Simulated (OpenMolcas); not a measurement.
## OpenMolcas run: Al I

Input:

```
&GATEWAY
Coord
1

Al 0.0 0.0 0.0
Basis=ANO-L-VDZP
Group=XYZ
NoMove
AngMom=0.0 0.0 0.0
AMFI
&SEWARD
* reference wave functions (RASSCF and RASSI steps not shown): 1 electron in 3 orbitals (3p)
>>> COPY JOB001 $Project.JobIph
&CASPT2
XMultistate=3 1 2 3
Frozen=1 0
IPEA=0.5
MaxIter=60
WThr=0.0 0.3 0.05
PrWF=0.5
NoMix
```

Launched by
```bash
OMP_NUM_THREADS=1 MOLCAS_MEM=2252 MOLCAS_PROJECT=a pymolcas a.inp > a.log  # once for each step of the input, in one work folder
```

Output, cut to the results:

```
--- CASPT2 ---
Orbital specifications:
      -----------------------

      Symmetry species                           1   2
                                                ag  au
      Frozen orbitals                            1   0
      Inactive orbitals                          2   3
      Active orbitals                            0   3
      Secondary orbitals                         6   3
      Deleted orbitals                           0   0
      Number of basis functions                  9   9
Type of calculation                        XMS-CASPT2
      Fock operator                              state-average
      IPEA shift                                 0.50
      Real shift                                 0.00
      Imaginary shift                            0.00
      The input orbitals will be transformed to quasi-canonical
      The input states will be rotated to diagonalize the Fock operator
Reference energy:        -241.8749664737
      E2 (Non-variational):      -0.0331407450
      E2 (Variational):          -0.0331407443
      Total energy:            -241.9081072181
      Residual norm:              0.0000000278
      Reference weight:           0.97107
      Contributions to the CASPT2 correlation energy
      Active & Virtual Only:         -0.0000000000
      One Inactive Excited:          -0.0120739099
      Two Inactive Excited:          -0.0210668350
Reference energy:        -241.8749664737
      E2 (Non-variational):      -0.0331407450
      E2 (Variational):          -0.0331407443
      Total energy:            -241.9081072181
      Residual norm:              0.0000000278
      Reference weight:           0.97107
      Contributions to the CASPT2 correlation energy
      Active & Virtual Only:         -0.0000000000
      One Inactive Excited:          -0.0120739099
      Two Inactive Excited:          -0.0210668350
::    XMS-CASPT2 Root  1     Total energy:   -241.90810722
::    XMS-CASPT2 Root  2     Total energy:   -241.90810722
::    XMS-CASPT2 Root  3     Total energy:   -241.90810722
```

In XMS-CASPT2 the single-state energies belong to rotated reference states; over a whole degenerate manifold the rotation is arbitrary, and only the multistate roots count.

Levels above the lowest, from the spin-orbit matrix with the multistate effective Hamiltonian, averaged by term, added to it:

```csv
Configuration,Term,J,E (eV),Measured (eV),g,Term weight %
3s² 3p,²P°,1/2,0.0000,0.0000,0.666,100
3s² 3p,²P°,3/2,0.0122,0.0139,1.334,100
```

Against the measured value (NIST Handbook of Basic Atomic Spectroscopic Data): 3s² 3p ²P°_3/2: computed 0.0122, measured 0.0139 eV (-12.5 %).

With one active electron, CASPT2 adds the correlation within the correlated inactive shells and between them and that electron, and leaves the splitting within a term as the reference gives it. Measured partners are found by configuration, term and J. A level has none where our copy of the source lacks it or the pairing is in doubt (some pairs that miss far off the trend of their configuration count as doubtful), and it then counts in no deviation. Levels of configurations outside the active space are missing.

The CASPT2 steps took 1.3 s on 1 thread of AMD EPYC 7571, with other jobs on the host; the integral step is not counted.

The term weight is that of the spin-free term in the level, not the purity of its configuration. ° marks odd parity.
